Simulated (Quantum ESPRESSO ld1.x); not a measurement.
Initial-state core-level shifts of the ytterbium ion Yb2+ when its valence configuration changes from [Xe] 4f14. Method: scalar-relativistic Kohn-Sham, LDA (Slater exchange, VWN5 correlation), spin-unpolarised, spherical densities, point nucleus; computed with ld1.x of Quantum ESPRESSO 7.5. Shifts are changes of the shell-averaged eigenvalues in eV (positive: less bound).

| valence | 2s | 3p | 3d | 4p |
|---|---|---|---|---|
| 4f13 6s1 | -9.974 | -10.668 | -10.602 | -10.290 |
| 4f12.5 6s1 6p0.5 | -16.314 | -17.419 | -17.315 | -16.744 |
| 4f13 5d1 | -7.332 | -8.091 | -8.010 | -7.688 |
| 4f13.5 6p0.5 | -5.473 | -5.789 | -5.759 | -5.642 |
| 4f12 5d2 | -15.689 | -17.402 | -17.221 | -16.318 |
| 4f12 6s2 | -21.640 | -23.209 | -23.062 | -22.143 |
| 4f13.5 5d0.5 | -3.524 | -3.878 | -3.840 | -3.709 |
| 4f11.5 5d1 6s1 6p0.5 | -25.406 | -27.565 | -27.353 | -26.030 |
| 4f13.5 6s0.5 | -4.759 | -5.082 | -5.051 | -4.928 |
